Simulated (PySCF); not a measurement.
# C₆ coefficients of unlike pairs at PBE0

Calculated with PySCF 2.14 from the dipole response of each species, C₆(A,B) = (3/π) ∫ α_A(iu) α_B(iu) du, in atomic units, from isotropic polarisabilities. For ions this is the dispersion term alone; charge-induced terms of lower order in 1/R come first.

```csv
species,configuration,basis,relativity,α (bohr³),C₆ (like pair)
Al(3+),[Ne] (1S),aug-cc-pwCVQZ (10s9p7d5f3g),none,0.2773,0.2584
Ni+,[Ar] 3d9 (2D),def2-QZVPPD (11s6p5d4f2g),none,7.774,26.48
S(2+),[Ne] 3s2 3p2 (3P),"x2c-QZVPPall with one added diffuse shell each of s, p, d, f type (10s7p5d3f1g)",spin-free X2C,7.284,26.38
```

(1) Estimate C₆ for Ni+ with Al(3+).

No spin-orbit coupling is included.

The other pairs:

```json
{"pair": "S(2+), Ni+", "C₆": "26.13"}
{"pair": "S(2+), Al(3+)", "C₆": "1.816"}
```

Answers

(1) The integral gives 2.033. The combination rule 2 C_A C_B / (C_A α_B/α_A + C_B α_A/α_B) gives 1.671 and the geometric mean 2.616.
